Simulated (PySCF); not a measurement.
**SbH: frontier orbitals**

UHF at R = 1.725 Å; PySCF, scalar-relativistic core potentials, basis sets Sb def2-SVPD with ECP28, H def2-SVPD. State: ³Σ⁻ (triplet), unpaired electrons π ↑↑. Only the outer orbitals are listed, counted within each symmetry, core potentials removing the inner ones.

```json
{"spin": "α", "orbital": "4σ", "occ.": "1", "ε (eV)": "-20.19", "on Sb (%)": "88", "main shells (%)": "87 Sb s, 11 H s"}
{"spin": "α", "orbital": "5σ", "occ.": "1", "ε (eV)": "-11.41", "on Sb (%)": "64", "main shells (%)": "50 Sb p, 36 H s, 10 Sb s"}
{"spin": "α", "orbital": "3π", "occ.": "1", "ε (eV)": "-8.99", "on Sb (%)": "100", "main shells (%)": "100 Sb p"}
{"spin": "α", "orbital": "3π", "occ.": "1", "ε (eV)": "-8.99", "on Sb (%)": "100", "main shells (%)": "100 Sb p"}
{"spin": "α", "orbital": "6σ", "occ.": "0", "ε (eV)": "2.15", "on Sb (%)": "98", "main shells (%)": "92 Sb s"}
{"spin": "α", "orbital": "7σ", "occ.": "0", "ε (eV)": "3.10", "on Sb (%)": "84", "main shells (%)": "57 Sb d, 20 Sb p, 9 H s"}
{"spin": "α", "orbital": "2δ", "occ.": "0", "ε (eV)": "4.34", "on Sb (%)": "100", "main shells (%)": "100 Sb d"}
{"spin": "β", "orbital": "4σ", "occ.": "1", "ε (eV)": "-16.87", "on Sb (%)": "70", "main shells (%)": "66 Sb s, 30 H s"}
{"spin": "β", "orbital": "5σ", "occ.": "1", "ε (eV)": "-10.63", "on Sb (%)": "68", "main shells (%)": "41 Sb p, 32 H s, 26 Sb s"}
{"spin": "β", "orbital": "3π", "occ.": "0", "ε (eV)": "0.81", "on Sb (%)": "96", "main shells (%)": "96 Sb p"}
{"spin": "β", "orbital": "3π", "occ.": "0", "ε (eV)": "0.81", "on Sb (%)": "96", "main shells (%)": "96 Sb p"}
{"spin": "β", "orbital": "6σ", "occ.": "0", "ε (eV)": "2.49", "on Sb (%)": "100", "main shells (%)": "94 Sb s"}
```

Problem. Which are the highest filled and the lowest empty level, where do they sit, and how wide is the gap?

Solution. Highest filled α 3π at -8.99 eV (in %: 100 Sb p); lowest empty β 3π at 0.81 eV (in %: 96 Sb p); the gap at UHF is 9.80 eV. Both belong to one degenerate shell, split only by its one-sided filling, so this is no excitation gap. An empty level above zero is unbound, and its energy depends on the basis.

The bond order (Mayer) is 0.93, the ⟨S²⟩ is 2.020 and the charge on Sb (Mulliken, basis-dependent) is 0.10. The charge on Sb (Löwdin, basis-dependent) is 0.35 and the dipole moment (positive dipole means Sb(−)H(+)) is -0.14 D. The polarisability along the bond is 47.6 bohr³ and the polarisability across the bond is 42.6 bohr³.

Spin–orbit coupling is left out. The state is the lowest determinant that a PBE0 search found; another state may lie lower at other levels.
